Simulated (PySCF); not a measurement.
A small calculation by hand: oscillator strength and radiative lifetime

Sn(H)2(Et)(NH2) (C₂H₉NSn), SMILES C[CH2][SnH2][NH2].

Geometry optimised at r2SCAN-D4/def2-SVP. The structure was generated by enumeration; whether it is a known compound was not checked. The def2 effective core potentials stand for the cores of Sn; spin–orbit coupling is left out. Other conformers were not sampled.

TDDFT-PBE/def2-SVPD (PySCF) puts the first singlet state with f over 0.02 at 5.57 eV (vertical), with the transition dipole (0.183, -0.096, 0.358) in atomic units.

Q: Find the oscillator strength, the wavelength and the radiative lifetime that this transition would have in vacuum if emission retraced absorption.

A: 
|μ|² = 0.1709 au, so |μ| = 1.05 D. ΔE = 5.57/27.211 = 0.2047 hartree. f = (2/3) ΔE |μ|² = 0.023 (the program prints 0.023).
λ = 1239.84/5.57 = 223 nm; ν = 44925 cm⁻¹.
Einstein's coefficient A = 0.6670 ν² f s⁻¹ (ν in cm⁻¹) = 3.1e7 s⁻¹, so τ = 1/A = 32 ns. This state is S2; the lower singlet has f = 0.017. The figure is the radiative limit of this one transition; relaxation, internal conversion, crossing to triplets and a medium change what is measured.
